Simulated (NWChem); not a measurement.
System meant: C₂H₈Hf; SMILES [CH3][HfH2][CH3]

The following NWChem deck was run.

```
start job
memory heap 200 mb stack 900 mb global 1100 mb
geometry units angstroms noautoz
  Hf     0.000000     0.000000    -0.315436
  C      1.761586     0.000000     0.996950
  H      1.796673    -0.898548     1.654515
  H      1.796673     0.898548     1.654515
  H      2.692084     0.000000     0.382216
  C     -1.761586     0.000000     0.996950
  H     -1.796673     0.898548     1.654515
  H     -1.796673    -0.898548     1.654515
  H     -2.692084     0.000000     0.382216
  H      0.000000     1.568350    -1.341559
  H      0.000000    -1.568350    -1.341559
end
basis spherical
  Hf library def2-svp
  C library def2-svp
  H library def2-svp
end
ecp
  Hf library def2-ecp
end
dft
  xc b3lyp
  iterations 4
  mulliken
end
task dft energy
```

End of the output:

```
    Atom       Charge   Shell Charges
 -----------   ------   -------------------------------------------------------
    1 Hf  12    11.42   0.00  0.03  1.13  0.78  0.43  0.25  4.91  1.23  0.32  1.58  0.65  0.11
    2 C    6     6.29   1.97  0.60  0.35  1.90  1.43  0.04
    3 H    1     0.94   0.61  0.26  0.07
    4 H    1     0.94   0.61  0.26  0.07
    5 H    1     0.94   0.61  0.26  0.07
    6 C    6     6.29   1.97  0.60  0.35  1.90  1.43  0.04
    7 H    1     0.94   0.61  0.26  0.07
    8 H    1     0.94   0.61  0.26  0.07
    9 H    1     0.94   0.61  0.26  0.07
   10 H    1     1.19   0.67  0.52  0.01
   11 H    1     1.19   0.67  0.52  0.01

 center of mass
 --------------
 x =   0.00000000 y =   0.00000000 z =  -0.12621397

 moments of inertia (a.u.)
 ------------------
         218.566074096864           0.000000000000           0.000000000000
           0.000000000000         553.835119295342           0.000000000000
           0.000000000000           0.000000000000         393.925657640389

     Multipole analysis of the density
     ---------------------------------

     L   x y z        total         alpha         beta         nuclear
     -   - - -        -----         -----         ----         -------
     0   0 0 0     -0.000000    -16.000000    -16.000000     32.000000

     1   1 0 0     -0.000000     -0.000000     -0.000000     -0.000000
     1   0 1 0      0.000000      0.000000      0.000000      0.000000
     1   0 0 1      0.482140    -13.914309    -13.914309     28.310758

     2   2 0 0    -29.700543   -130.275982   -130.275982    230.851420
     2   1 1 0     -0.000000     -0.000000     -0.000000      0.000000
     2   1 0 1     -0.000000     -0.000000     -0.000000     -0.000000
     2   0 2 0    -33.790421    -31.445507    -31.445507     29.100594
     2   0 1 1      0.000000      0.000000      0.000000     -0.000000
     2   0 0 2    -31.784947    -69.090510    -69.090510    106.396073

 ------------------------------------------------------------------------
 dft energy failed                                                                                  0
 ------------------------------------------------------------------------
 ------------------------------------------------------------------------
  current input line :
    29: task dft energy
 ------------------------------------------------------------------------
 ------------------------------------------------------------------------
 This type of error is most commonly associated with calculations not reaching convergence criteria
 ------------------------------------------------------------------------
 For more information see the NWChem manual at https://nwchemgit.github.io

0:dft energy failed:Received an Error in Communication
```

Task: Find the fault in this run and fix the input.

Result: Convergence was not reached. Cause: the SCF was allowed too few iterations. This input runs:
```
start job
memory heap 200 mb stack 900 mb global 1100 mb
geometry units angstroms noautoz
  Hf     0.000000     0.000000    -0.315436
  C      1.761586     0.000000     0.996950
  H      1.796673    -0.898548     1.654515
  H      1.796673     0.898548     1.654515
  H      2.692084     0.000000     0.382216
  C     -1.761586     0.000000     0.996950
  H     -1.796673     0.898548     1.654515
  H     -1.796673    -0.898548     1.654515
  H     -2.692084     0.000000     0.382216
  H      0.000000     1.568350    -1.341559
  H      0.000000    -1.568350    -1.341559
end
basis spherical
  * library def2-svp
end
ecp
  Hf library def2-ecp
end
dft
  xc b3lyp
  iterations 150
  mulliken
end
task dft energy
```
It converges to -128.94907 Ha (B3LYP/def2-SVP with def2 effective core potentials on Hf).
